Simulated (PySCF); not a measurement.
Species: aluminum trichloride, AlCl3.
Geometry (PBE0-D3(BJ)/def2-SVP, Å), atoms numbered from 1 in this order:
```
atom  x, y, z in Å
Cl1    2.0646   -0.2912    0.0151
Al2    0.0069   -0.0019   -0.0138
Cl3   -0.7603    1.9278   -0.0045
Cl4   -1.2907   -1.6251   -0.0425
```

Computed with delta-SCF UKS SCAN, pcX-2 on the ionised atom, pcseg-1 elsewhere, spin-free X2C (PySCF). These are vertical core ionisation energies against the vacuum level, from separate self-consistent calculations with and without the core hole.

One binding energy is withheld.

```
    atom(s)  bonded to     level  binding energy (eV)
        Al2       3 Cl     Al 1s                    ?
Cl1/Cl3/Cl4         Al     Cl 1s              2829.16
Cl1/Cl3/Cl4         Al  Cl 2p3/2               206.57
```

Problem. What is the Al 1s binding energy of Al2?

Solution. 1569.72 eV (aluminium bonded to 3 Cl).

Problem. Give the binding energy of Cl 2p3/2 of Cl1/Cl3/Cl4 in hartree and in kJ/mol.

Solution. 206.57 eV = 7.5913 Eh = 19931 kJ/mol.

Atoms equivalent by their bonding share one computed value, that of the first of them. 2p3/2 and 2p1/2 are the ΔSCF energy of one spin-free 2p hole plus the eigenvalues of a spin–orbit and ligand-field matrix of the shell. 2p1/2 minus 2p3/2 (ligand field included): Cl 1.65 eV. Isolated species at its PBE0-D3(BJ)/def2-SVP geometry, gas phase.
